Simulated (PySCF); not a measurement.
# Mass spectrum arithmetic for `[SiH3]O[SiH2][TeH]`

Species: `[SiH3]O[SiH2][TeH]`.

Calculated from tabulated atomic weights, isotope masses and abundances; no fragmentation.

What are the average molar mass and the monoisotopic mass?

For H6OSi2Te, with standard atomic weights, 2 × 28.085 + 1 × 15.999 + 1 × 127.600 + 6 × 1.008 = 205.817 g/mol. From the most abundant isotopes (28Si, 16O, 130Te, 1H), 2 × 27.976927 + 1 × 15.994915 + 1 × 129.906224 + 6 × 1.007825 = 207.9019 u.

Give the isotope pattern of the molecular ion M+•, merging species of the same nominal mass.

| nominal mass | m/z (centroid) | relative intensity |
| --- | --- | --- |
| 198 | 197.8992 | 0.2 |
| 200 | 199.8982 | 7.0 |
| 201 | 200.8991 | 3.2 |
| 202 | 201.8979 | 13.8 |
| 203 | 202.8994 | 21.0 |
| 204 | 203.8984 | 54.7 |
| 205 | 204.8978 | 6.8 |
| 206 | 205.8995 | 91.0 |
| 207 | 206.8992 | 9.2 |
| 208 | 207.9011 | 100.0 |
| 209 | 208.9009 | 9.9 |
| 210 | 209.8985 | 6.8 |
| 211 | 210.8984 | 0.3 |
| 212 | 211.8960 | 0.1 |

Lines under 0.1 % of the tallest are left out. One electron mass, 0.00055 u, is taken off. Abundances used (%; other tables differ somewhat): 28Si 92.2297, 29Si 4.6832, 30Si 3.0872; 16O 99.757, 17O 0.038, 18O 0.205; 120Te 0.09, 122Te 2.55, 123Te 0.89, 124Te 4.74, 125Te 7.07, 126Te 18.84, 128Te 31.74, 130Te 34.08; 1H 99.9885, 2H 0.0115.

Which m/z would the protonated, sodiated and deprotonated molecule have?

[M+H]+ 208.9092, [M+Na]+ 230.8912, [M−H]− 206.8947, for the monoisotopic species (arithmetic only; whether such ions form is another matter).

Elemental analysis, calculated?

Si 27.29 %, O 7.77 %, Te 62.00 %, H 2.94 %.

What share of all molecules is the monoisotopic species?

0.922297^2 × 0.99757 × 0.3408 × 0.999885^6 = 28.90 %.

Protons, neutrons, electrons, and exact less nominal mass of the monoisotopic species?

94 protons, 114 neutrons and 94 electrons; 207.9019 − 208 = -0.0981 u.
